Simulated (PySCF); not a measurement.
Orbital picture of KP

r²SCAN at R = 3.037 Å; K 6-31G(d,p), P 6-31G(d,p); no relativity (PySCF 2.14). State: ³Σ⁻ (triplet), unpaired electrons π ↑↑. Only the outer orbitals are listed, counted within each symmetry.

| spin | orbital | occ. | ε (eV) | on K (%) | main shells (%) |
| --- | --- | --- | --- | --- | --- |
| α | 7σ | 1 | -36.69 | 100 | 100 K s |
| α | 3π | 1 | -19.76 | 100 | 100 K p |
| α | 3π | 1 | -19.76 | 100 | 100 K p |
| α | 8σ | 1 | -19.62 | 99 | 99 K p |
| α | 9σ | 1 | -12.58 | 1 | 99 P s |
| α | 4π | 1 | -4.40 | 5 | 94 P p |
| α | 4π | 1 | -4.40 | 5 | 94 P p |
| α | 10σ | 1 | -3.67 | 12 | 87 P p, 8 K s |
| α | 11σ | 0 | -1.38 | 96 | 80 K s, 16 K p |
| α | 5π | 0 | -0.17 | 99 | 91 K p, 8 K d |
| α | 5π | 0 | -0.17 | 99 | 91 K p, 8 K d |
| β | 7σ | 1 | -36.69 | 100 | 100 K s |
| β | 3π | 1 | -19.76 | 100 | 100 K p |
| β | 3π | 1 | -19.76 | 100 | 100 K p |
| β | 8σ | 1 | -19.61 | 100 | 100 K p |
| β | 9σ | 1 | -10.16 | 4 | 96 P s |
| β | 10σ | 1 | -2.97 | 24 | 75 P p, 20 K s |
| β | 4π | 0 | -1.74 | 18 | 82 P p, 9 K p, 8 K d |
| β | 4π | 0 | -1.74 | 18 | 82 P p, 9 K p, 8 K d |
| β | 11σ | 0 | -1.56 | 87 | 66 K s, 21 K p, 13 P p |

Task: Which are the highest filled and the lowest empty level, where do they sit, and how wide is the gap?

Result: Highest filled β 10σ at -2.97 eV (in %: 75 P p, 20 K s); lowest empty β 4π at -1.74 eV (in %: 82 P p, 9 K p, 8 K d); the gap at r²SCAN is 1.23 eV.

```json
{
  "bond order (Mayer)": "0.84",
  "⟨S²⟩": "2.036",
  "charge on K (Mulliken, basis-dependent)": "0.49",
  "charge on K (Löwdin, basis-dependent)": "0.23",
  "dipole moment (positive dipole means K(−)P(+))": "-9.16 D"
}
```

The state was picked by a PBE0 search and need not be the measured ground state.
